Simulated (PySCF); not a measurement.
# How methods differ on the ionisation energy of Tc²⁺

Tc²⁺ [Kr] 4d5 (6S) → Tc³⁺ [Kr] 4d4 (5D), as a difference of total energies. Computed with PySCF 2.14 in def2-QZVPPD with the def2 core potential (28 electrons), with a scalar-relativistic core potential. Correlated levels: valence: 4s2 4p6 frozen; valence and next inner shell: nothing frozen outside the core potential. The calculations carry no spin-orbit coupling.

Question: Order these methods by the ionisation energy they give, lowest first.
A. UHF
B. PBE0
C. SCS-MP2 (valence)
D. PBEsol

Answer: A (28.878 eV), C (29.099 eV), B (29.902 eV), D (29.936 eV).

The reference lies between the lowest fine-structure levels, while these numbers refer to the centres of the terms.

Errors of the correlated levels include the incompleteness of this basis and the frozen core.

For comparison: 29.55 eV (semi-empirical (NIST evaluation); NIST Atomic Spectra Database, ionization energies).
